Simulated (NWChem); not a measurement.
Program: NWChem. System: trans-1,3,3,3-tetrafluoropropene (C3H2F4), charge 0, spin multiplicity 1, at a geometry optimised with B3LYP/def2-SVP. Level: LDA (SVWN5)/def2-SVP.

Job file:

```
start mol
memory heap 200 mb stack 900 mb global 1100 mb
geometry units angstroms nocenter noautoz noautosym
  F      2.852436    -0.034054     0.068871
  C      1.588503     0.313350    -0.139533
  C      0.572572    -0.451363     0.253352
  C     -0.849571    -0.061182     0.017795
  F     -1.488047    -0.973765    -0.736748
  F     -1.528917     0.029012     1.175326
  F     -0.956983     1.125951    -0.607463
  H      1.483132     1.271765    -0.655478
  H      0.741451    -1.400885     0.765921
end
basis spherical
  * library def2-svp
end
dft
  xc slater vwn_5
  semidirect memsize 60000000 filesize 0
  iterations 100
end
task dft energy
```

Output (cleaned and shortened):

```
             Northwest Computational Chemistry Package (NWChem) 7.3.0
             --------------------------------------------------------

                                NWChem Input Module
                                -------------------

 Scaling coordinates for geometry "geometry" by  1.889725989
 (inverse scale =  0.529177249)

                             Geometry "geometry" -> ""
                             -------------------------

 Output coordinates in angstroms (scale by  1.889725989 to convert to a.u.)

  No.       Tag          Charge          X              Y              Z
 ---- ---------------- ---------- -------------- -------------- --------------
    1 F                    9.0000     2.85243600    -0.03405400     0.06887100
    2 C                    6.0000     1.58850300     0.31335000    -0.13953300
    3 C                    6.0000     0.57257200    -0.45136300     0.25335200
    4 C                    6.0000    -0.84957100    -0.06118200     0.01779500
    5 F                    9.0000    -1.48804700    -0.97376500    -0.73674800
    6 F                    9.0000    -1.52891700     0.02901200     1.17532600
    7 F                    9.0000    -0.95698300     1.12595100    -0.60746300
    8 H                    1.0000     1.48313200     1.27176500    -0.65547800
    9 H                    1.0000     0.74145100    -1.40088500     0.76592100

 Effective nuclear repulsion energy (a.u.)     317.9944913561

            Nuclear Dipole moment (a.u.)
            ----------------------------
        X                 Y               Z
 ---------------- ---------------- ----------------
     0.0000151178     0.0000113384     0.0000018897


 Summary of "ao basis" -> "" (spherical)
 ------------------------------------------------------------------------------
       Tag                 Description            Shells   Functions and Types
 ---------------- ------------------------------  ------  ---------------------
 *                          def2-svp                  on all atoms

                                 NWChem DFT Module
                                 -----------------

 Summary of "ao basis" -> "ao basis" (spherical)
 ------------------------------------------------------------------------------
       Tag                 Description            Shells   Functions and Types
 ---------------- ------------------------------  ------  ---------------------
 F                          def2-svp                 6       14   3s2p1d
 C                          def2-svp                 6       14   3s2p1d
 H                          def2-svp                 3        5   2s1p

 Summary of "ao basis" -> "ao basis" (spherical)
 ------------------------------------------------------------------------------
       Tag                 Description            Shells   Functions and Types
 ---------------- ------------------------------  ------  ---------------------
 F                          def2-svp                 6       14   3s2p1d
 C                          def2-svp                 6       14   3s2p1d
 H                          def2-svp                 3        5   2s1p

            General Information
            -------------------
          SCF calculation type: DFT
          Wavefunction type:  closed shell.
          No. of atoms     :     9
          No. of electrons :    56
           Alpha electrons :    28
            Beta electrons :    28
          Charge           :     0
          Spin multiplicity:     1
          Use of symmetry is: off; symmetry adaption is: off
          Maximum number of iterations: 100
          AO basis - number of functions:   108
                     number of shells:    48
          Convergence on energy requested:  1.00D-06
          Convergence on density requested:  1.00D-05
          Convergence on gradient requested:  5.00D-04

              XC Information
              --------------
                        Slater Exchange Functional  1.000 local
                      VWN V Correlation Functional  1.000 local

             Grid Information
             ----------------
          Grid used for XC integration:  medium
          Radial quadrature: Mura-Knowles
          Angular quadrature: Lebedev.
          Tag              B.-S. Rad. Rad. Pts. Rad. Cut. Ang. Pts.
          ---              ---------- --------- --------- ---------
          F                   0.50       49          10.0       434
          C                   0.70       49           8.0       434
          H                   0.35       45           9.0       434
          Grid pruning is: on
          Number of quadrature shells:   433
          Spatial weights used:  Erf1

          Convergence Information
          -----------------------
          Convergence aids based upon iterative change in
          total energy or number of iterations.
          Levelshifting, if invoked, occurs when the
          HOMO/LUMO gap drops below (HL_TOL):  1.00D-02
          DIIS, if invoked, will attempt to extrapolate
          using up to (NFOCK): 10 stored Fock matrices.

                    Damping( 0%)  Levelshifting(0.5)       DIIS
                  --------------- ------------------- ---------------
          dE  on:    start            ASAP                start
          dE off:    2 iters        100 iters           100 iters

      Screening Tolerance Information
      -------------------------------
          Density screening/tol_rho:  1.00D-10
          AO Gaussian exp screening on grid/accAOfunc:  14
          CD Gaussian exp screening on grid/accCDfunc:  20
          XC Gaussian exp screening on grid/accXCfunc:  20
          Schwarz screening/accCoul:  1.00D-08

      Superposition of Atomic Density Guess
      -------------------------------------

 Sum of atomic energies:        -511.04303507

      Non-variational initial energy
      ------------------------------

 Total energy =    -513.612613
 1-e energy   =   -1341.934611
 2-e energy   =     510.327507
 HOMO         =      -0.303634
 LUMO         =       0.038163

------------------------------------------------------------
EAF file 0: "./mol.aoints.0" size=524288 bytes
------------------------------------------------------------
               write      read    awrite     aread      wait
               -----      ----    ------     -----      ----
     calls:        1         0         0         0         0
   data(b): 5.24e+05  0.00e+00  0.00e+00  0.00e+00
   time(s): 0.00e+00  0.00e+00  0.00e+00  0.00e+00  0.00e+00
rate(mb/s): 0.00e+00  0.00e+00
------------------------------------------------------------

   convergence    iter        energy       DeltaE   RMS-Dens  Diis-err    time
 ---------------- ----- ----------------- --------- --------- ---------  ------
 d= 0,ls=0.0,diis     1   -510.6729269814 -8.29D+02  2.99D-02  2.80D+00     3.0
 d= 0,ls=0.0,diis     2   -510.1818717892  4.91D-01  1.65D-02  8.63D+00     3.4
 d= 0,ls=0.0,diis     3   -510.9126870864 -7.31D-01  4.26D-03  1.59D-01     3.8
 d= 0,ls=0.0,diis     4   -510.9117692478  9.18D-04  2.97D-03  1.25D-01     4.3
 d= 0,ls=0.0,diis     5   -510.9236071490 -1.18D-02  8.99D-04  1.58D-02     4.8
  Resetting Diis
 d= 0,ls=0.0,diis     6   -510.9255980509 -1.99D-03  1.58D-04  5.88D-04     5.4
 d= 0,ls=0.0,diis     7   -510.9256574894 -5.94D-05  1.21D-04  5.97D-05     5.9
 d= 0,ls=0.0,diis     8   -510.9256420835  1.54D-05  8.30D-05  2.26D-04     6.5
 d= 0,ls=0.0,diis     9   -510.9256625515 -2.05D-05  1.45D-05  3.18D-06     7.0
 d= 0,ls=0.0,diis    10   -510.9256628998 -3.48D-07  5.01D-06  4.75D-07     7.5

         Total DFT energy =     -510.925662899764
      One electron energy =    -1343.084936994586
           Coulomb energy =      569.323194716296
    Exchange-Corr. energy =      -55.158411977578
 Nuclear repulsion energy =      317.994491356103

 Numeric. integr. density =       55.999998007867

     Total iterative time =      7.0s

                       DFT Final Molecular Orbital Analysis
                       ------------------------------------

 Vector   26  Occ=2.000000D+00  E=-3.504343D-01
              MO Center= -1.4D+00, -3.3D-02, -1.1D-02, r^2= 2.0D+00
   Bfn.  Coefficient  Atom+Function         Bfn.  Coefficient  Atom+Function
  ----- ------------  ---------------      ----- ------------  ---------------
    75      0.409840  6 F  py                62      0.364936  5 F  pz
    90     -0.332879  7 F  pz                78     -0.272051  6 F  py
    65     -0.242175  5 F  pz                93      0.221894  7 F  pz
    61     -0.189638  5 F  py                89     -0.173712  7 F  py
    64      0.126069  5 F  py                60     -0.123341  5 F  px

 Vector   27  Occ=2.000000D+00  E=-3.391361D-01
              MO Center=  1.1D+00,  3.7D-02,  1.1D-03, r^2= 4.1D+00
   Bfn.  Coefficient  Atom+Function         Bfn.  Coefficient  Atom+Function
  ----- ------------  ---------------      ----- ------------  ---------------
     5      0.385404  1 F  py                32     -0.280204  3 C  px
     8     -0.256817  1 F  py                 6     -0.204273  1 F  pz
    74      0.204257  6 F  px                60      0.202419  5 F  px
    19      0.193195  2 C  py                99      0.189119  8 H  s
    88      0.183837  7 F  px                 4      0.160591  1 F  px

 Vector   28  Occ=2.000000D+00  E=-2.654343D-01
              MO Center=  1.1D+00, -1.4D-01,  9.6D-02, r^2= 2.2D+00
   Bfn.  Coefficient  Atom+Function         Bfn.  Coefficient  Atom+Function
  ----- ------------  ---------------      ----- ------------  ---------------
    34      0.376662  3 C  pz                20      0.307794  2 C  pz
     6      0.274182  1 F  pz                37      0.246196  3 C  pz
     9     -0.205548  1 F  pz                33      0.202301  3 C  py
    19      0.165332  2 C  py                23      0.160587  2 C  pz
     5      0.147313  1 F  py                60     -0.134645  5 F  px

 Vector   29  Occ=0.000000D+00  E=-6.551169D-02
              MO Center=  1.0D+00, -1.6D-02,  2.8D-02, r^2= 2.2D+00
   Bfn.  Coefficient  Atom+Function         Bfn.  Coefficient  Atom+Function
  ----- ------------  ---------------      ----- ------------  ---------------
    23      0.489414  2 C  pz                20      0.456351  2 C  pz
    37     -0.445076  3 C  pz                34     -0.353636  3 C  pz
    22      0.262061  2 C  py                19      0.244695  2 C  py
    36     -0.239781  3 C  py                 6      0.190895  1 F  pz
    33     -0.189772  3 C  py                 9     -0.175580  1 F  pz

 Vector   30  Occ=0.000000D+00  E= 3.506228D-02
              MO Center=  9.7D-01, -5.6D-01,  3.2D-01, r^2= 3.9D+00
   Bfn.  Coefficient  Atom+Function         Bfn.  Coefficient  Atom+Function
  ----- ------------  ---------------      ----- ------------  ---------------
   105      1.333919  9 H  s                 31     -0.845958  3 C  s
   100     -0.581349  8 H  s                 21     -0.445159  2 C  px
    36      0.434622  3 C  py                 3      0.380491  1 F  s
    22      0.261026  2 C  py                37     -0.234752  3 C  pz
    18     -0.231264  2 C  px                 7     -0.228985  1 F  px

 Vector   31  Occ=0.000000D+00  E= 6.170474D-02
              MO Center=  9.3D-01,  1.2D+00, -6.1D-01, r^2= 3.5D+00
   Bfn.  Coefficient  Atom+Function         Bfn.  Coefficient  Atom+Function
  ----- ------------  ---------------      ----- ------------  ---------------
    17      1.838669  2 C  s                100     -1.822076  8 H  s
    22      0.504573  2 C  py                36     -0.374398  3 C  py
    21     -0.361736  2 C  px                31     -0.355439  3 C  s
    16      0.335585  2 C  s                 87      0.330361  7 F  s
    50     -0.290803  4 C  py               105     -0.283588  9 H  s

 center of mass
 --------------
 x =  -0.05514363 y =   0.00455868 z =  -0.00347136

 moments of inertia (a.u.)
 ------------------
         339.615669286029         -31.165899334343           0.174296282811
         -31.165899334343        1248.779010135695           9.257264388843
           0.174296282811           9.257264388843        1262.079528874761

     Multipole analysis of the density
     ---------------------------------

     L   x y z        total         alpha         beta         nuclear
     -   - - -        -----         -----         ----         -------
     0   0 0 0     -0.000000    -28.000000    -28.000000     56.000000

     1   1 0 0      0.451748      0.225866      0.225866      0.000015
     1   0 1 0      0.037304      0.018646      0.018646      0.000011
     1   0 0 1     -0.011357     -0.005679     -0.005679      0.000002

     2   2 0 0    -29.982871   -276.793028   -276.793028    523.603185
     2   1 1 0      0.582367     -8.038826     -8.038826     16.660019
     2   1 0 1     -0.339097      0.295403      0.295403     -0.929903
     2   0 2 0    -26.366698    -58.492464    -58.492464     90.618231
     2   0 1 1     -1.162783      3.480302      3.480302     -8.123387
     2   0 0 2    -27.935473    -53.609437    -53.609437     79.283400

 Task  times  cpu:        7.6s     wall:        7.6s

 Total times  cpu:        7.6s     wall:        7.6s
```
